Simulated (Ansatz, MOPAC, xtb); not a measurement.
Spectroscopic constants of SF, multiplicity 2 (the spin of the measured ground state).

The constants come from a fifth-degree fit in 1/R (seven points, main isotopes). In def2 and cc sets the state is the lowest found near the PBE0 minimum, followed along R.

Run with Ansatz (Gaussian orbitals); MOPAC for AM1, PM6, PM7 (differences of heats of formation); xtb for the GFN methods. Each number belongs to the level named beside it. The GFN methods have no spin term and hold the electronic entropy of 300 K.

```csv
level,r_e (Å),ω_e (cm⁻¹),B_e (cm⁻¹),α_e (cm⁻¹),D_e (eV),dipole (D)
AM1,1.530,1034,0.605,0.00086,-,-
PM6,1.542,666,0.595,0.0010,-,-
PM7,1.556,759,0.585,0.0021,-,-
GFN1-xTB,1.625,810,0.536,0.0034,-,-
GFN2-xTB,1.626,729,0.535,0.0042,-,-
SVWN5/def2-TZVPP,1.597,849,0.555,0.0043,5.09,0.66
PBE/def2-TZVPP,1.622,805,0.538,0.0043,4.11,0.74
r2SCAN/def2-TZVPP,1.605,838,0.549,0.0043,3.74,0.72
B97M-V/def2-TZVPP,1.598,846,0.554,0.0044,3.69,0.72
B3LYP/def2-TZVPP,1.609,827,0.546,0.0044,3.68,0.90
PBE0/def2-TZVPP,1.594,864,0.557,0.0043,3.65,0.80
BHLYP/def2-TZVPP,1.583,886,0.565,0.0043,3.17,0.95
CAM-B3LYP/def2-TZVPP,1.597,860,0.555,0.0042,3.74,0.91
wB97X-V/def2-TZVPP,1.596,873,0.555,0.0041,3.78,0.84
wB97M-V/def2-TZVPP,1.598,863,0.554,0.0042,3.78,0.87
B2PLYP/def2-TZVPP,1.606,835,0.549,0.0044,3.61,-
CCSD/aug-cc-pV(T+d)Z,1.599,852,0.553,0.0042,-,-
CCSD/def2-TZVPP,1.596,862,0.555,0.0044,3.20,-
CCSD/aug-cc-pV(Q+d)Z,1.592,863,0.558,0.0042,-,-
CCSD/def2-QZVPP,1.592,863,0.558,0.0042,3.36,-
CCSD(T)/aug-cc-pV(T+d)Z,1.608,829,0.547,0.0044,-,-
CCSD(T)/def2-TZVPP,1.604,840,0.550,0.0045,3.38,-
CCSD(T)/aug-cc-pV(Q+d)Z,1.601,839,0.552,0.0043,-,-
CCSD(T)/def2-QZVPP,1.600,841,0.552,0.0043,3.55,-
"CCSD(T)/CBS(aug-cc-pV(T+d)Z, aug-cc-pV(Q+d)Z)",1.598,845,0.554,0.0043,-,-
"CCSD(T)/CBS(def2-TZVPP, def2-QZVPP)",1.599,843,0.553,0.0043,-,-
```

D_e counts from each atom's lowest state at the same level, without counterpoise or zero-point energy.

Correlated levels freeze the cores. CBS: X⁻³ extrapolation of the correlation energy, Hartree–Fock from the larger set. The state that AM1, PM6, PM7 reach isn't checked; PM7 holds dispersion and hydrogen-bond terms.

Measured for the ground state: r_e 1.5962 Å, ω_e 837.64 cm-1, ω_e x_e 4.4695 cm-1, B_e 0.55517 cm-1, α_e 0.004459 cm-1 [Irikura, J. Phys. Chem. Ref. Data 36, 389 (2007)]. D_0 3.522 ± 0.069 eV (a handbook's tabulated 298 K bond energy less 3RT/2; such tables hold older values) [Luo, bond dissociation energies, CRC Handbook]. dipole 0.87 D [compilation of Liu, Meijer and Pérez-Ríos].

Ansatz is an electronic-structure program.
